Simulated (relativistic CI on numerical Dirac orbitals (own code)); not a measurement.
Hf⁴⁺: O2,3 absorption edge

Computed with this model: Dirac-Coulomb-Breit CI, separate exchange-only KLI orbitals for each configuration, a model potential for QED, multiplet model of core-to-valence dipole absorption, unscaled Slater integrals; configurations [Xe] 4f14 → [Kr] 4d10 4f14 5s2 5p5 5d; 300 K; Lorentzian 1 eV and Gaussian 0.3 eV FWHM. Energies are those of the free ion, without screening or charge transfer. The branching ratio is the share of the lower-energy edge in the whole absorption, uncertain by about 0.02 where the edges overlap. S is read from ⟨S²⟩ = S(S + 1).

Field parameters in Wybourne normalisation: D3d B²₀ = −7Dσ, B⁴₀ = −14Dq − 21Dτ, B⁴₃ = −14√(10/7) Dq; D4h B²₀ = −7Ds, B⁴₀ = 21(Dq − Dt), B⁴₄ = 21√(5/14) Dq. The field is a parameter set, without covalency.

free ion: ground-state S = 0.00, centroid 46.83 eV. Peaks (eV, height): 38.5 (20), 48.5 (100).

D3d, 10Dq = 37000, Dσ = 1010, Dτ = -440 cm⁻¹: ground-state S = 0.00, centroid 46.83 eV. Peaks (eV, height): 35.0 (7), 39.2 (10), 43.5 (21), 49.2 (100).

D4h, 10Dq = 43900, Ds = 1290, Dt = 630 cm⁻¹: ground-state S = 0.00, centroid 46.83 eV. Peaks (eV, height): 34.8 (11), 39.5 (8), 43.5 (30), 49.5 (100).

Strongest unbroadened transitions for D4h, 10Dq = 43900, Ds = 1290, Dt = 630 cm⁻¹:

| Energy (eV) | Relative strength |
| --- | --- |
| 30.81 | 0.2 |
| 30.87 | 0.1 |
| 32.13 | 0.2 |
| 32.15 | 0.5 |
| 34.71 | 4.0 |
| 34.84 | 9.2 |
| 35.84 | 0.6 |
| 36.67 | 0.4 |
| 36.90 | 0.2 |
| 37.81 | 0.5 |
| 39.16 | 4.6 |
| 39.65 | 5.8 |
| 40.02 | 0.0 |
| 43.19 | 11.3 |
| 43.53 | 26.6 |
| 45.10 | 2.8 |
| 49.06 | 52.6 |
| 49.68 | 100.0 |
